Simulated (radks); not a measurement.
Q: Ta VIII, 66 electrons, occupied as [Kr] 4d10 4f13 5s2 5p5. Calculated with a radial shooting solver on a logarithmic mesh with Libxc functionals: Dirac Kohn-Sham, exchange-only PBE, spin-unpolarised, spherical densities, finite nucleus; open shells fill j = l - 1/2 first; Fermi nuclear charge, rms radius 5.3507 fm. Some entries of the table are withheld. Estimate them.

| orbital | occ. | eigenvalue (hartree) | <1/r> (bohr^-1) | <r> (bohr) |
|---|---|---|---|---|
| 1s1/2 | 2 | -2475.460 | 85.40 | (1) |
| 2s1/2 | 2 | -428.2636 | 20.74 | 0.07835 |
| 2p1/2 | 2 | (2) | (3) | 0.06487 |
| 2p3/2 | 4 | (4) | (5) | 0.07271 |
| 3s1/2 | 2 | -101.0851 | 7.612 | 0.2043 |
| 3p1/2 | 2 | -92.74705 | 7.528 | 0.1943 |
| 3p3/2 | 4 | -82.69792 | 6.699 | 0.2088 |
| 3d3/2 | 4 | -68.59157 | 6.591 | 0.1829 |
| 3d5/2 | 6 | -66.40243 | 6.394 | 0.1874 |
| 4s1/2 | 2 | -23.64283 | 3.200 | 0.4580 |
| 4p1/2 | 2 | -20.20021 | 3.091 | 0.4635 |
| 4p3/2 | 4 | -17.87446 | 2.803 | 0.4963 |
| 4d3/2 | 4 | -12.20724 | (6) | 0.5139 |
| 4d5/2 | 6 | -11.77776 | (7) | 0.5250 |
| 5s1/2 | 2 | -6.16424 | 1.283 | 1.053 |
| 5p1/2 | 2 | -5.09245 | (8) | 1.135 |
| 5p3/2 | 3 | -4.70100 | (9) | 1.212 |
| 4f5/2 | 6 | -4.69948 | 2.080 | (10) |
| 4f7/2 | 7 | -4.62203 | 2.053 | (11) |

A: 
(1) 1s1/2 <r> (bohr): 0.01867
(2) 2p1/2 eigenvalue (hartree): -409.5413
(3) 2p1/2 <1/r> (bohr^-1): 20.71
(4) 2p3/2 eigenvalue (hartree): -362.8627
(5) 2p3/2 <1/r> (bohr^-1): 17.50
(6) 4d3/2 <1/r> (bohr^-1): 2.590
(7) 4d5/2 <1/r> (bohr^-1): 2.521
(8) 5p1/2 <1/r> (bohr^-1): 1.175
(9) 5p3/2 <1/r> (bohr^-1): 1.085
(10) 4f5/2 <r> (bohr): 0.6019
(11) 4f7/2 <r> (bohr): 0.6099
